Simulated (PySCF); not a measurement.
[PdCl6]2- (charge -2 and singlet state).
SMILES: `[Cl][Pd-2]([Cl])([Cl])([Cl])([Cl])[Cl]`

Level of theory: PySCF 2.14.0, PBE0-D3(BJ)/def2-SVP geometry optimisation, gas phase, def2 core potentials past Kr.

Masses are those of the commonest isotopes; rigid-rotor values at the optimised geometry. 

Task: What are A, B and C (MHz)?

Result: Ia = 771.88, Ib = 772.18, Ic = 772.24 u·Å²; 505379 MHz·u·Å²/I gives A = 654.7, B = 654.5, C = 654.4 MHz.

Task: Classify the top.

Result: A spherical top, as the point group Oh requires three equal moments.

The point group Oh allows no dipole (computed: 0.00 D (about the centre of mass, as the species is charged)), so a rigid rotor has no electric-dipole lines.

No frequency check. Whether so highly charged an anion holds all its electrons in the gas phase wasn't checked; a finite basis holds them in any case. The ion is multiply charged and computed without counter-ions or solvent. The geometry's basis has no diffuse functions, a weakness for an anion. These are rigid-rotor constants of the computed structure; measured ground-state constants (B0) also hold zero-point vibration.
